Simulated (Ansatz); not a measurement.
Geometry optimisation, RKS PBE/def2-SVP in Ansatz 0.2.0.

Input file:

```yaml
crystal:
  periodic: [false, false, false]
  atoms:
    - { symbol: Mo, position_ang: [0.0, 0.0, 0.0] }
    - { symbol: Cl, position_ang: [0.0, 0.0, 2.66] }
    - { symbol: F, position_ang: [1.77, 0.0, 0.0] }
    - { symbol: Cl, position_ang: [0.0, 2.31, 0.0] }
    - { symbol: Cl, position_ang: [-2.31, 0.0, 0.0] }
    - { symbol: Cl, position_ang: [0.0, -2.31, 0.0] }
    - { symbol: F, position_ang: [0.0, 0.0, -1.77] }
    - { symbol: Br, position_ang: [-1.989, 1.7476, 0.8797] }
    - { symbol: H, position_ang: [-1.1234, 0.9871, 2.1967] }
basis:
  gaussian: { orbitals: def2-SVP }
hamiltonian:
  xc: pbe
relax:
  f_tol: 0.15
  max_steps: 25
  restrain:
    - { distance: [0, 7], at: 3.69, k: 30.0 }
    - { distance: [8, 1], at: 2.57, k: 30.0 }
    - { distance: [0, 1], at: 2.31, k: 30.0 }
    - { distance: [8, 7], at: 1.55, k: 30.0 }
```

Command:

```bash
$ ansatz run input.yaml --threads 4 --pin off --max-ram 5120MiB --backend cpu --events-out ev --progress --plain --runs-dir out
```

Task: Where does it end, and by what steps?

Result: The forces met the threshold. The restraints hold the end off the free minimum; the threshold counts their pulls, which the force column leaves out. Restrained pairs: Mo1–Br8 (2.79 → 3.74 Å), Cl2–H9 (1.57 → 2.57 Å), Mo1–Cl2 (2.66 → 2.31 Å), Br8–H9 (1.75 → 1.51 Å). After 9 steps the energy has fallen by 7.956 eV (the restraints' own energy left out); H9 moved furthest, 1.21 Å. The start is strongly strained (largest force component 9 eV/Å), so its close contacts needn't be bonds.

```
step  energy less start (eV)  largest force component (eV/Å)  accepted
   0                  0.0000                           9.102       yes
   1                 -2.7393                           6.501       yes
   2                 -4.5647                           5.277       yes
   3                 -6.1758                           3.202       yes
   4                 -7.3723                           1.894       yes
   5                 -7.7922                           1.666       yes
   6                 -7.8834                           1.765       yes
   7                 -7.9158                           1.769       yes
   8                 -7.9380                           1.873       yes
   9                 -7.9560                           1.816       yes
```

```xyz
9
Properties=species:S:1:pos:R:3
Mo 0.085 -0.113 -0.110
Cl 0.032 0.014 2.196
F 1.951 -0.123 -0.014
Cl 0.193 2.165 -0.392
Cl -2.186 -0.216 -0.352
Cl 0.189 -2.426 0.027
F 0.257 -0.272 -1.964
Br -2.192 2.260 1.662
H -1.981 1.447 2.913
```

Time of the run: 60 s on 4 threads of Arm Neoverse V2, with other jobs on the host, peak memory 0.34 GiB.
